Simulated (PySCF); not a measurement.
## Spectroscopy problems

No relativistic terms, isolated molecule, averaged over atoms made equivalent by symmetry, fast rotation or ring inversion, single conformer. Geometry from GFN2-xTB; PBE0/pcSseg-1 with gauge-including orbitals; PySCF 2.14.

Shifts are taken against calculated references (same method and geometry level): TMS for ¹H and ¹³C. Splittings of carbon signals by F and P are missing where no couplings were computed. Where no couplings were computed, multiplicities follow the n + 1 count of equivalent neighbours, and m marks all less simple cases (inequivalent or close neighbours, rings, F or P nearby). Acid and N–H amide carbonyl carbons lie up to 10 ppm further downfield in solution (hydrogen bonding). Shifts are as computed. Against solution values, carbons near 30 ppm lie about +3 ppm off and those near 130 ppm about +5 ppm; carbons on Cl a further +6 ppm. Of 1211 compounds with measured shifts, 218 miss one by over three times the rms of a fit or turn the order of signals round; such compounds aren't used in these exercises. Carbons bonded to Cl come out too deshielded. OH and NH positions are gas-phase values without hydrogen bonding to other molecules.

(1) C3H7F2NOSi. ¹H NMR (500 MHz, computed): δ 6.95 (m, 1H), 4.59 (br s, 1H), 4.57 (s, 3H), 2.67 (m, 2H). ¹³C{¹H} NMR (computed): δ 176.1 (C), 122.7 (CH), 44.6 (CH2). Give a structure.

(2) C4H9ClOSi. ¹H NMR (500 MHz, computed): δ 4.55 (m, 1H), 4.48 (m, 1H), 4.36 (m, 1H), 4.08 (m, 1H), 3.40 (m, 1H), 3.29 (m, 1H), 3.27 (m, 1H), 1.18 (m, 1H), 0.59 (m, 1H). ¹³C{¹H} NMR (computed): δ 78.6 (CH2), 71.3 (CH2), 41.3 (CH), 14.1 (CH2). What is it?

## Answers

(1) `O=C(CC(F)F)N[SiH3]`. Rings plus π bonds: 1 (no ring in the answer). 3 carbon signals for 3 carbons: no two carbons are equivalent. Carbon types of the structure: 1 × C, 1 × CH, 1 × CH2, leaving 4 H on heteroatoms. δC 176.1: amide carbonyl carbon; it is a carbonyl in resonance with an O or N lone pair, the region of acids, esters and amides. δC 122.7: sp3 CH bonded to 2 F; 2 electronegative neighbours deshield it. δC 44.6: sp3 CH2 α to a carbonyl; the adjacent C=O deshields it moderately. δH 4.59: hydrogen on an amide-type nitrogen; exchangeable, gas-phase position.

The data come from this structure; uniqueness wasn't tested.

(2) SMILES C1[C@H](Cl)[SiH2]CCO1. The formula gives 1 degree of unsaturation (1 ring in the answer). 4 carbon signals for 4 carbons: no two carbons are equivalent. Carbon types of the structure: 1 × CH, 3 × CH2, leaving 2 H on heteroatoms. δC 78.6, 71.3: sp3 CH2 bonded to O; deshielded by the electronegative neighbour. δC 41.3: sp3 CH bonded to Cl and Si; deshielded by the electronegative neighbour. δH 4.55, 4.48, 3.40, 3.29: hydrogen on an sp3 CH2 bonded to O; its carbon carries O, an electronegative neighbour. δH 3.27: hydrogen on an sp3 CH bonded to Cl and Si; its carbon carries Cl, an electronegative neighbour.

The data come from this structure; uniqueness wasn't tested.
